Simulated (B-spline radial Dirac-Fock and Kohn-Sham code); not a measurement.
## Two-hole binding energies of Sn⁺

System: Sn⁺, configuration [Kr] 4d10 5s2 5p1.

Input file task.json (cfg lists n, l and occupation; rrms is the nuclear radius in fm):

```json
{"items": [{
  "Z": 50,
  "q": 1,
  "cfg": [[1, 0, 2], [2, 0, 2], [2, 1, 6], [3, 0, 2], [3, 1, 6], [3, 2, 10], [4, 0, 2], [4, 1, 6], [4, 2, 10], [5, 0, 2], [5, 1, 1]],
  "A": 120,
  "rrms": 4.6519,
  "do": ["binding", "quiet", "double"]
}]}
```

Command: `python xray_run.py task.json out`

Level of theory: Dirac-Fock energy differences between relaxed states, corrected for Breit and QED terms; a radial finite-basis atomic code. U is the two-hole binding energy less the two single-hole energies, the effective repulsion of the holes after relaxation. Each two-hole energy is an average over J within one jj subconfiguration.

```
          holes  E(a) (eV)  E(b) (eV)  E(ab) (eV)  U (eV)
           1s⁻²    29216.4    29216.4           ?       ?
           2s⁻²     4488.7     4488.7      9106.4   129.0
   2s⁻¹ 2p3/2⁻¹     4488.7     3946.9      8552.6   117.1
        2p1/2⁻²     4174.4     4174.4      8509.7   160.9
2p1/2⁻¹ 2p3/2⁻¹     4174.4     3946.9      8265.4   144.1
   2s⁻¹ 3p1/2⁻¹     4488.7      776.8      5320.1    54.6
   2s⁻¹ 3d5/2⁻¹     4488.7      502.1      5047.4    56.6
   2p3/2⁻¹ 3s⁻¹     3946.9      904.7      4904.4    52.9
2p3/2⁻¹ 3p1/2⁻¹     3946.9      776.8      4779.9    56.2
2p1/2⁻¹ 3d3/2⁻¹     4174.4      510.5      4740.7    55.8
2p3/2⁻¹ 3d3/2⁻¹     3946.9      510.5      4515.8    58.4
        3d3/2⁻²      510.5      510.5      1066.3    45.3
3d3/2⁻¹ 3d5/2⁻¹      510.5      502.1      1058.5    45.9
        4d5/2⁻²      40.01      40.01       96.50    16.5
```

Q: Give the missing two-hole energy and U.

A: E(ab) = 59234.0 eV and U = 801.1 eV.

Values without a named source are computed, but for edge energies of neutral atoms, which are taken from tables.
